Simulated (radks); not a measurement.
Fractional charge and spin in the 4s shell of strontium: the spin-up occupation runs from 0 to 1 and the spin-down occupation from 0 to 1; the fullest corner is Sr3+, [Ar] 3d10 4p(up 2.5, down 2.5) 4s(up 1, down 1). All-electron calculation, scalar-relativistic Kohn-Sham, SCAN, spin-polarised, spherical densities, finite nucleus; meta-GGA in the generalised Kohn-Sham scheme; Fermi nuclear charge, rms radius of each element as measured or else 0.836 A^(1/3) + 0.57 fm. Program: a radial shooting solver on a logarithmic mesh with Libxc functionals. Energy (eV) minus the two flat planes that join the four corners (they meet along the diagonal where the two added fractions sum to one electron); zero is where a piecewise linear energy would lie.

| down \ up | 0 | 0.25 | 0.5 | 0.75 | 1 |
|---|---|---|---|---|---|
| 0 | 0.000 | -1.426 | -1.908 | -1.434 | 0.000 |
| 0.25 | -1.426 | -1.747 | -1.138 | 0.413 | -1.359 |
| 0.5 | -1.908 | -1.138 | 0.552 | -1.098 | -1.814 |
| 0.75 | -1.434 | 0.413 | -1.098 | -1.690 | -1.362 |
| 1 | 0.000 | -1.359 | -1.814 | -1.362 | 0.000 |

Corners above the fullest one (they belong to Sr4+ and the next ion): (up 1, down 0) 77.570 eV, (up 0, down 1) 77.570 eV, (up 0, down 0) 172.22 eV. With half an added electron in each spin the energy lies 0.552 eV from the planes, and with half an added electron in spin up alone -1.908 eV. The planes are only a guide here: the flat-plane condition holds for ground states with one frontier orbital, while this shell lies below other occupied shells, so the corners above the fullest one are inner-hole states and not the ground states of those ions.
